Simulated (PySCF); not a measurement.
Input of a run (PBE0-D3(BJ)/def2-SVP geometry optimisation, gas phase (PySCF 2.14.0)), started from a GFN2-xTB structure with every atom displaced at random (by about 0.01 Å):
```
{"job": {"xc": "PBE0", "basis": "def2-SVP", "d3": "d3bj", "grid": 1, "shake": 0.01, "kind": "geom"}, "charge": 0, "multiplicity": 1}
F      2.044140    -0.020510     1.715900
Si     1.309080    -0.257210     0.281560
C      0.194870     1.164630    -0.366820
C     -0.994570     0.250320    -0.386280
C     -0.475860    -0.948480     0.412760
Cl    -0.845210    -2.527100    -0.306490
H      2.313720    -0.933840    -0.521020
H      0.462350     1.611930    -1.328960
H      0.099120     1.989020     0.371980
H     -1.267100    -0.062150    -1.389290
H     -1.926510     0.690320     0.067120
H     -0.874340    -0.985200     1.440520
```

Output (energies in Eh, forces in Eh/bohr):
```
step   0  E = -966.60463464  max force = 0.028605
step   1  E = -966.60625467  max force = 0.028472
step   2  E = -966.60908002  max force = 0.009175
step   3  E = -966.60948490  max force = 0.001268
step   4  E = -966.60961139  max force = 0.002046
step   5  E = -966.60988235  max force = 0.004820
step   6  E = -966.61013391  max force = 0.005523
step   7  E = -966.61034546  max force = 0.004004
step   8  E = -966.61054402  max force = 0.001171
step   9  E = -966.61071020  max force = 0.002772
step  10  E = -966.61083999  max force = 0.003164
step  11  E = -966.61096020  max force = 0.001844
step  12  E = -966.61099499  max force = 0.000491
step  13  E = -966.61099953  max force = 0.000218
optimisation converged
```

**Question.** Summarise the run.

**Answer.** The energy falls by 16.7 kJ/mol over 14 energy and gradient evaluations, the largest force component goes from 0.0286 to 2.2e-04 Eh/bohr, and the atoms move by 0.294 Å rms after alignment. The bond that changes most is C3–C4 (sp3 carbon bound to silicon to four-membered-ring carbon), which lengthens by 0.053 Å. Bonds longer at the end by more than 0.005 Å: 4 of 12; shorter: 4. Among the angles that change most is C3–Si2–H7, from 124.0° to 116.1°. Among the dihedrals that turn most is H7–Si2–C5–H12, from 133° to 157°. The energy never rose by more than 1e-6 Eh on the way. The first step brought 25 % of the lowering.

**Question.** What are the final bond lengths?

**Answer.** F1–Si2 1.625 Å, Si2–C3 1.878 Å, C3–C4 1.553 Å, C4–C5 1.549 Å, C5–Cl6 1.776 Å, Si2–C5 1.888 Å, Si2–H7 1.487 Å, C3–H8 1.098 Å, C3–H9 1.101 Å, C4–H10 1.102 Å, C4–H11 1.101 Å, C5–H12 1.101 Å. Numbering counts from 1 in the input's order; the species is `C1C[C@@H](Cl)[Si@@H]1F`.

The run used 122 basis functions and 89 SCF cycles in all.

Whether it is a minimum is left open (no frequencies). One conformer, not necessarily the lowest.
